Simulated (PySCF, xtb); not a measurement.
WF4, SMILES [F][W]([F])([F])[F] (connectivity only; charge and spin as stated), neutral, multiplicity 3.

Harmonic wavenumbers (cm⁻¹) from xtb with GFN2-xTB at its own minimum, in rising order: 48, 71, 121, 126, 167, 168, 441, 442, 451.

What does PySCF with PBE-D3(BJ)/def2-SVP give at its own minimum? (The exact figures need the calculation; the answer reports its results.)

68, 91, 122, 178, 282, 544, 666, 690, 699. Paired by order, the mean absolute difference is 145 cm⁻¹ and the zero-point energies are 2.9 and 4.8 kcal/mol.
